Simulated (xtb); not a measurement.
hydrogen isocyanide (CHN), singlet, at a GFN2-xTB geometry; GFN2-xTB run with xtb.

Here is a job for xtb.
```
$ xtb coord --gfn 2 --json

# file coord
$coord
     -0.0000000000      -0.0000000000      -1.3855644856  c
      0.0000000000       0.0000000000       0.8035646495  n
      0.0000000000       0.0000000000       2.6884343859  h
$end
```

What the program printed (banner, timings and long lists left out):

```
   ID    Z sym.   atoms
    1    6 c      1
    2    7 n      2
    3    1 h      3

           -------------------------------------------------
          |                Calculation Setup                |
           -------------------------------------------------

           -------------------------------------------------
          |                 G F N 2 - x T B                 |
           -------------------------------------------------

          ...................................................
          :                      SETUP                      :
          :.................................................:
          :  # basis functions                   9          :
          :  # atomic orbitals                   9          :
          :  # shells                            5          :
          :  # electrons                        10          :
          :  max. iterations                   250          :
          :  Hamiltonian                  GFN2-xTB          :
          :  restarted?                      false          :
          :  GBSA solvation                  false          :
          :  PC potential                    false          :
          :  electronic temp.          300.0000000     K    :
          :  accuracy                    1.0000000          :
          :  -> integral cutoff          0.2500000E+02      :
          :  -> integral neglect         0.1000000E-07      :
          :  -> SCF convergence          0.1000000E-05 Eh   :
          :  -> wf. convergence          0.1000000E-03 e    :
          :  Broyden damping             0.4000000          :
          :  net charge                          0          :
          :  unpaired electrons                  0          :
          ...................................................

 iter      E             dE          RMSdq      gap      omega  full diag
   1     -5.4559917 -0.545599E+01  0.117E+01    6.19       0.0  T
   2     -5.4850083 -0.290166E-01  0.953E+00    5.23       1.0  T
   3     -5.5845908 -0.995825E-01  0.493E+00    5.58       1.0  T
   4     -5.5789123  0.567852E-02  0.152E+00    5.79       1.0  T
   5     -5.5854476 -0.653530E-02  0.548E-01    5.74       1.0  T
   6     -5.5844568  0.990822E-03  0.693E-01    5.83       1.0  T
   7     -5.5857750 -0.131827E-02  0.881E-02    5.79       1.0  T
   8     -5.5857943 -0.192090E-04  0.126E-02    5.80       4.6  T
   9     -5.5857947 -0.412646E-06  0.291E-03    5.80      19.8  T
  10     -5.5857947 -0.196447E-07  0.294E-04    5.80     196.5  T
  11     -5.5857947 -0.103586E-09  0.220E-04    5.80     262.8  T

   *** convergence criteria satisfied after 11 iterations ***

         :::::::::::::::::::::::::::::::::::::::::::::::::::::
         ::                     SUMMARY                     ::
         :::::::::::::::::::::::::::::::::::::::::::::::::::::
         :: total energy              -5.472159871015 Eh    ::
         :: gradient norm              0.000179270559 Eh/a0 ::
         :: HOMO-LUMO gap              5.799205021830 eV    ::
         ::.................................................::
         :: SCC energy                -5.585794685754 Eh    ::
         :: -> isotropic ES           -0.006407918547 Eh    ::
         :: -> anisotropic ES         -0.002846965052 Eh    ::
         :: -> anisotropic XC          0.017784416067 Eh    ::
         :: -> dispersion             -0.000501742366 Eh    ::
         :: repulsion energy           0.113634814739 Eh    ::
         :: add. restraining           0.000000000000 Eh    ::
         :: total charge              -0.000000000000 e     ::
         :::::::::::::::::::::::::::::::::::::::::::::::::::::

           -------------------------------------------------
          |                Property Printout                |
           -------------------------------------------------

    * Orbital Energies and Occupations

         #    Occupation            Energy/Eh            Energy/eV
      -------------------------------------------------------------
         1        2.0000           -0.6643886             -18.0789
         2        2.0000           -0.5886243             -16.0173
         3        2.0000           -0.5000086             -13.6059
         4        2.0000           -0.5000086             -13.6059
         5        2.0000           -0.4364308             -11.8759 (HOMO)
         6                         -0.2233139              -6.0767 (LUMO)
         7                         -0.2233139              -6.0767
         8                          0.0530340               1.4431
         9                          1.0153960              27.6303
      -------------------------------------------------------------
                  HL-Gap            0.2131169 Eh            5.7992 eV
             Fermi-level           -0.3298723 Eh           -8.9763 eV

     #   Z          covCN         q      C6AA      α(0)
     1   6 c        0.910    -0.105    38.743    10.417
     2   7 n        1.771    -0.078    23.462     7.172
     3   1 h        0.861     0.183     1.199     1.715

 Mol. C6AA /au·bohr⁶  :        147.450126
 Mol. C8AA /au·bohr⁸  :       3592.041127
 Mol. α(0) /au        :         19.304446

Wiberg/Mayer (AO) data.
largest (>0.10) Wiberg bond orders for each atom

 ---------------------------------------------------------------------------
     #   Z sym  total        # sym  WBO       # sym  WBO       # sym  WBO
 ---------------------------------------------------------------------------
     1   6 c    2.779 --     2 n    2.726
     2   7 n    3.641 --     1 c    2.726     3 h    0.914
     3   1 h    0.967 --     2 n    0.914
 ---------------------------------------------------------------------------

Topologies differ in total number of bonds
Writing topology from bond orders to xtbtopo.mol

molecular dipole:
                 x           y           z       tot (Debye)
 q only:        0.000       0.000       0.574
   full:       -0.000      -0.000       1.069       2.718
molecular quadrupole (traceless):
                xx          xy          yy          xz          yz          zz
 q only:       -0.534       0.000      -0.534       0.000       0.000       1.068
  q+dip:       -1.013       0.000      -1.013       0.000      -0.000       2.026
   full:       -0.144      -0.000      -0.144       0.000      -0.000       0.287

           -------------------------------------------------
          | TOTAL ENERGY               -5.472159871015 Eh   |
          | GRADIENT NORM               0.000179270559 Eh/α |
          | HOMO-LUMO GAP               5.799205021830 eV   |
           -------------------------------------------------

normal termination of xtb
```
